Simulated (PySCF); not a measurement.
C₂H₂F₂, SMILES F/C=C\F. Atoms are numbered in the order given.

```xyz
6

F      0.0000     1.3928    -0.5468
C      0.0000     0.6659     0.5708
C      0.0000    -0.6659     0.5708
F      0.0000    -1.3928    -0.5468
H      0.0000     1.2468     1.4962
H      0.0000    -1.2468     1.4962
```

Coordinates come from a B3LYP-D3(BJ)/def2-SVP optimisation.

Two levels are set side by side: PBE/pcSseg-2 (PySCF) and B3LYP/pcSseg-2 (PySCF). GIAO shifts against CFCl3 (¹⁹F), TMS (¹H), TMS (¹³C) at the same level; non-relativistic, no solvent, atoms listed together averaged. Differences are taken from unrounded values.

```tsv
quantity	B3LYP	PBE	PBE minus B3LYP
δ(¹⁹F) of F1, F4 (ppm)	-173.0	-184.2	-11.2
δ(¹³C) of C2, C3 (ppm)	151.8	150.8	-1.0
δ(¹H) of H5, H6 (ppm)	6.70	6.74	0.04
```

Rough cost on one machine, each run with all the roots and properties that it gave: B3LYP against PBE within a factor of 2.
